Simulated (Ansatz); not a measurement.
`C=N[CH2][GeH3]` and `C=NCNC` differ in one atom or group.

Ansatz, PBE0-D4/def2-TZVP geometries, multiplicity 1. Each molecule was computed in one conformer, which needn't be the lowest.

Scalar relativity is left out up to krypton.

```
                                          property  `C=N[CH2][GeH3]`
                HOMO energy (PBE0/def2-TZVPP) / eV             -7.46
size of the dipole moment (ωB97M-V/def2-TZVPP) / D              1.47
           HOMO–LUMO gap (ωB97M-V/def2-TZVPP) / eV             11.50
                 LUMO energy (PBE/def2-TZVPP) / eV             -1.58
               HOMO energy (B3LYP/def2-TZVPP) / eV             -7.24
               LUMO energy (B3LYP/def2-TZVPP) / eV             -0.76
```

Problem. What does the change do to each property? (Best estimate.)

Solution. Ansatz gave: 
```tsv
property	`C=NCNC`	shift
HOMO energy (PBE0/def2-TZVPP) / eV	-6.65	0.81
size of the dipole moment (ωB97M-V/def2-TZVPP) / D	1.20	-0.27
HOMO–LUMO gap (ωB97M-V/def2-TZVPP) / eV	10.82	-0.68
LUMO energy (PBE/def2-TZVPP) / eV	-1.52	0.06
HOMO energy (B3LYP/def2-TZVPP) / eV	-6.43	0.81
LUMO energy (B3LYP/def2-TZVPP) / eV	-0.67	0.09
```

With PBE0 the HOMO rises by 0.81 eV and the LUMO rises by 0.10 eV, so the gap narrows by about 0.71 eV. PBE moves the HOMO by 0.72 eV and ωB97M-V by 0.82 eV. Dipoles are sizes alone; their direction can turn.

B3LYP here is the variant with VWN-RPA as its local correlation; programs differ in this.
